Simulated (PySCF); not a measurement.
# InN: one state, many levels of theory

State: ³Σ⁻ (triplet), unpaired electrons π ↑↑. Set-up: In x2c-SVPall, N x2c-SVPall; spin-free X2C with a Gaussian nucleus (PySCF 2.14). De refers to In + N in their high-spin ground configurations, without counterpoise correction. The functionals are run spin-unrestricted. A positive dipole means In(−)N(+).

| Level | Re (Å) | ωe (cm⁻¹) | De (eV) | μ (D) | CPU s a point (SCF and correlation, without the integrals) |
| --- | --- | --- | --- | --- | --- |
| UHF | 2.214 | 443 | 0.095 | -2.37 | 0.17 |
| UHF-MP2 | 2.201 | 498 | 1.11 | n/a | 0.24 |
| UHF-SCS-MP2 | 2.208 | 496 | 1.13 | n/a | n/a |
| UHF-CCSD | 2.227 | 438 | 1.11 | n/a | n/a |
| UHF-CCSD(T) | 2.232 | 434 | 1.19 | n/a | 2.3 |
| PBE | 2.237 | 436 | 2.14 | -1.93 | 0.96 |
| TPSS | 2.229 | 448 | 2.08 | -2.02 | 1.2 |
| r²SCAN | 2.215 | 452 | 1.75 | -2.00 | 1.3 |
| B3LYP | 2.226 | 446 | 1.89 | -2.15 | 1 |
| PBE0 | 2.209 | 461 | 1.80 | -2.12 | 1.5 |
| LC-ωPBE | 2.173 | 498 | 1.76 | -2.07 | 1.6 |
| B2PLYP | 2.218 | 454 | 1.62 | -2.35 | 0.78 |

(1) Which functional lies closest to UHF-CCSD(T) in De, which farthest, and by how much do they differ from it?

(2) What does a quarter of exact exchange do here, going from PBE to PBE0?

(3) What does the step from GGA to meta-GGA do here, going from PBE to r²SCAN?

Correlated steps freeze 19 core orbitals. Correlated levels converge slowly with the basis: in double zeta they bind strong bonds too weakly, by up to about 1 eV, and carry superposition errors of some tenths. These are scalar-relativistic numbers at best; spin–orbit coupling would shift them, the dissociation energy most. B2PLYP dipoles, levels and charges come from its SCF part alone. The state is the lowest determinant that a PBE0 search found; another state may lie lower at other levels.

The whole job (state search and all levels along the bond) took about 2.9 min on 1 thread of Intel Xeon Platinum 8488C (shared host), peak memory 0.57 GiB.

Answers

(1) Closest is B2PLYP (-1.4 pm in Re, +4.6 % in ωe, +0.43 eV in De against UHF-CCSD(T) in the same basis), farthest PBE (+0.5 pm in Re, +0.5 % in ωe, +0.95 eV in De). CCSD(T) converges more slowly with the basis than the functionals do and binds too weakly in this one, so the order can change at the basis-set limit.

(2) PBE0 less PBE: -2.8 pm in Re, +5.7 % in ωe, -0.34 eV in De. Exact exchange removes part of the self-interaction that spreads semilocal densities, and in most molecules shortens and stiffens the bond and lowers De; so it does here.

(3) r²SCAN less PBE: -2.2 pm in Re, +3.7 % in ωe, -0.39 eV in De.
